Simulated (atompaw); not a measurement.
# Building the PAW (atompaw) potential for C (Z = 6) (LDA (PW92), non-relativistic).

atompaw 4.2.0.5 was run on this input:

```
C 6
LDA-PW loggrid 1500 logderivrange -3 5 201
2 2 0 0 0 0
2 1 2
0 0 0
c
v
v
1
3.00 2.40 2.75 2.50
y
3.65
n
y
0.25
n
custom rrkj gramschmidtortho sinc
2 0.5 troulliermartins
3.00
0.80
3.00
3.00
PWSCFOUT
UPFDX 0.0125d0 UPFXMIN -7.d0 UPFZMESH 6.d0
END
```

Command:

```bash
atompaw < C.input > C.log
```

Resulting log (summary file):

```
Completed calculations for C (AE)

 Exchange-correlation type: LDA, Perdew-Wang correlation

 Radial integration grid is logarithmic
 r0 =   1.2320561E-03 h =   7.3923368E-03   n =      1500 rmax =   8.0000000E+01

 Non-relativistic calculation

 AEatom converged in  26 iterations
   nz     =   6.00
   delta  =       4.559710850138E-17

 All Electron Orbital energies:
  n  l      occupancy      energy
  1  0      2.0000000E+00 -1.9895104E+01
  2  0      2.0000000E+00 -1.0016119E+00
  2  1      2.0000000E+00 -3.9828763E-01

 Total energy
   Total                    :      -74.84874532191671

 ---
 Completed calculations for C (SC)

 Exchange-correlation type: LDA, Perdew-Wang correlation

 Radial integration grid is logarithmic
 r0 =   1.2320561E-03 h =   7.3923368E-03   n =      1500 rmax =   8.0000000E+01

 Non-relativistic calculation

 SCatom converged in   1 iterations
   nz     =   6.00
   delta  =       1.099903940822E-18

 Valence Electron Orbital energies:
  n  l      occupancy      energy
   2  0      2.0000000E+00 -1.0016119E+00
   2  1      2.0000000E+00 -3.9828763E-01

 Total energy
   Total                    :      -74.84874532206464
   Valence                  :      -17.06913842553130

 PAW parameters:
       lmax =            1
         rc =    3.0024668247244426
        irc =         1056
   rc_shape =    2.4050296526701143
    rc_vloc =    2.7678857405486208
    rc_core =    2.5141593142894112
   Vloc: Norm-conserving Troullier-Martins with l= 2;e=   5.0000E-01
   Projector type: RRKJ pseudization + Gram-Schmidt ortho.
   Sinc^2 compensation charge shape zeroed at   2.4050E+00

 Number of basis functions     4
 No.   n  nodes  l      Energy         Cp coeff         Occ
  1    2    1    0   -0.1001612E+01  0.1000000E+01  0.2000000E+01
  2  999    2    0    0.3650000E+01 -0.3578766E+01  0.0000000E+00
  3    2    0    1   -0.3982876E+00  0.1000000E+01  0.2000000E+01
  4  999    1    1    0.2500000E+00  0.8657004E+00  0.0000000E+00

 Eigenvalues of overlap operator (in the basis of projectors):
    1        9.63496085E-02
    2        9.51714876E+00
    3        1.33630554E+01
    4        8.95721995E+02

 Orbital leakage outside PAW augmentation regions
   orb  is_core?  %out_of_sphere
   1 0    T           0.00
   2 0    F           4.54
   2 1    F          11.49

 Summary of PAW energies
   Total valence energy     :    -17.06943446423996
   Smooth energy            :      0.60947297612039
   One center               :    -17.67890744036035
   Smooth kinetic           :      2.34752790539522
   Vloc energy              :     -0.89671027750715
   Smooth exch-corr         :     -1.45339624697948
   One-center xc            :     -8.00087110839030
```

Note: ghost state, extra bound levels that the all-electron valence spectrum of the same l lacks: s at -19.1 eV. A true bound ghost makes a file unfit for plane-wave use.

The run took about 0.49 s on one core of a shared server CPU.
